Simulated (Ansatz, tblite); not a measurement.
Cost and result up the ladder for the cluster Nb₂S₆ (the lowest singlet isomer of a short search) (8 atoms). Charge 0, multiplicity 1. Geometry: PBE-D4/def2-SVP.

```
atom    x (Å)    y (Å)    z (Å)
 Nb1   2.3778   0.3754  -0.3854
 Nb2  -0.1324  -0.0146   0.1035
  S3  -2.5068  -0.4726  -0.5727
  S4  -1.5856  -1.8740   0.7249
  S5   1.8473  -1.3375   1.0105
  S6   0.8557  -0.0177  -2.1036
  S7   1.2764   2.0059   0.7523
  S8  -2.1324   1.3352   0.4705
```

Ansatz on 4 threads of Arm Neoverse V1 on a shared host; xTB runs through tblite on one thread. Times are rough, summed over both states, and most runs start from the orbitals of an earlier one. No level here is sound enough to serve as a yardstick. The other state is a triplet at its own geometry.

In the def2 sets Nb takes a core potential; there is no spin–orbit coupling. The xTB rows come from tblite. The structure comes from a short search, and lower isomers may exist.

Run but left out: HF/def2-TZVP, MP2/def2-TZVP (singlet: restricted singlet, unstable towards broken spin symmetry); B2PLYP/def2-TZVP (singlet: restricted singlet, unstable in another Hartree–Fock run and untested here).

xTB has no spin-polarisation term.

```json
{"level": "GFN1-xTB", "functions": "72", "wall time": "0.034 s"}
{"level": "GFN2-xTB", "functions": "72", "wall time": "0.066 s"}
{"level": "PBE-D4/def2-TZVP", "functions": "302", "wall time": "46 s"}
{"level": "r2SCAN-D4/def2-TZVP", "functions": "302", "wall time": "2 min"}
{"level": "r2SCAN0-D4/def2-TZVP (with forces)", "functions": "302", "wall time": "4.1 min"}
```

Task: Estimate what each level gives for the triplet − singlet (eV).

Result: 
```json
{"level": "GFN1-xTB", "triplet − singlet (eV)": "0.74", "remarks": "–"}
{"level": "GFN2-xTB", "triplet − singlet (eV)": "0.61", "remarks": "–"}
{"level": "PBE-D4/def2-TZVP", "triplet − singlet (eV)": "1.19", "remarks": "restricted SCF unstable in HF (singlet)"}
{"level": "r2SCAN-D4/def2-TZVP", "triplet − singlet (eV)": "1.12", "remarks": "restricted SCF unstable in HF (singlet)"}
{"level": "r2SCAN0-D4/def2-TZVP (with forces)", "triplet − singlet (eV)": "1.00", "remarks": "restricted SCF unstable in HF (singlet)"}
```
